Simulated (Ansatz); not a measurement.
This geometry of FH₇O₄SiTi (14 atoms, charge 0, multiplicity 1) is a first-order saddle point.

The calculation used RKS PBE/def2-SVP in Ansatz 0.2.0.

```xyz
14
Properties=species:S:1:pos:R:3
Ti 0.038 -0.405 0.135
O 0.011 -0.490 2.220
Si -1.174 0.023 3.311
H -2.470 -0.720 3.129
H -0.661 -0.266 4.698
H -1.391 1.499 3.166
F 1.178 0.880 -0.234
O -1.648 0.270 0.370
H -2.093 0.657 -0.407
O -0.240 -1.204 -1.454
H -0.908 -1.838 -1.770
O 0.943 -2.055 0.898
H 0.685 -2.947 0.605
H 0.496 -1.530 1.925
```

Q: Which two structures does it join? (They come from a converged band through this point; their orientation in space is the band's.)

A: Bonds broken: O12–H14. Bonds formed: O2–H14.

Image 0:

```xyz
14
Properties=species:S:1:pos:R:3
Ti -0.091 -0.347 0.241
O -0.399 -0.582 2.056
Si -1.383 0.092 3.231
H -2.759 0.361 2.663
H -1.527 -0.869 4.380
H -0.819 1.389 3.744
F 1.210 0.727 -0.278
O -1.555 0.615 -0.148
H -2.454 0.644 0.225
O -0.371 -1.836 -0.817
H -1.065 -1.802 -1.500
O 1.566 -1.868 0.834
H 1.197 -2.559 0.239
H 1.217 -2.089 1.722
```

Image 10:

```xyz
14
Properties=species:S:1:pos:R:3
Ti 0.061 -0.563 0.092
O 0.130 -0.447 2.383
Si -1.220 0.056 3.316
H -2.449 -0.768 3.073
H -0.817 -0.127 4.756
H -1.429 1.508 3.043
F 1.365 0.629 0.008
O -1.611 0.092 0.514
H -2.137 0.546 -0.169
O -0.167 -0.958 -1.650
H -0.793 -1.563 -2.083
O 0.504 -2.256 0.733
H 0.907 -2.891 0.115
H 0.422 -1.384 2.463
```

Q: How far does it lie above each of them?

A: 14.5 kcal/mol above the first and 6.8 kcal/mol above the second. This is the barrier of this one path; another mechanism may lie lower. The orbitals stay closed-shell, which can raise the energy where a bond breaks towards radicals; this wasn't checked here.

Run time: 11 min on 4 threads of Arm Neoverse V2 (shared host), peak memory 0.26 GiB.
